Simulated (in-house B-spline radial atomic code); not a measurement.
Configurations of the barium ion Ba³⁺, with energies counted from [Kr] 4d10 5s2 5p5. Level of theory: scalar-relativistic (X2C) r2SCAN0, spin-polarised, spherical fractional occupations, exact exchange averaged over the configuration, Fermi nucleus of rms radius 4.8378 fm; calculated with an all-electron radial atomic-structure program (B-spline basis). Shells without spins written out take the highest spin.

Occupations are held fixed; configurations that lie above the ionisation limit could autoionise.

```tsv
configuration	E - E(ref) (eV)	highest orbital	its <r> (bohr)
[Kr] 4d10 5s1 5p5 5d1	35.526	5d up	2.38
[Kr] 4d10 5s2 5p4 6f1	38.763	6f up	8.039
[Kr] 4d10 5s1 5p5 6s1	39.619	6s up	3.451
[Kr] 4d10 5s1 5p5 5f1	50.994	5f up	4.623
[Ar] 3d9 4s2 4p6 4d10 4f1 5s2 5p5	788.89	4f up	1.127
```

Q: Order these further configurations by energy, lowest first.
A. [Kr] 4d9 5s2 5p6
B. [Ar] 3d9 4s2 4p6 4d10 5s2 5p6
C. [Kr] 4d10 5s2 5p4 6p1
D. [Kr] 4d10 5s1 5p5 6d1
E. [Kr] 4d10 5s1 5p6

A: E (16.715 eV), C (27.329 eV), D (49.899 eV), A (76.935 eV), B (772.22 eV).
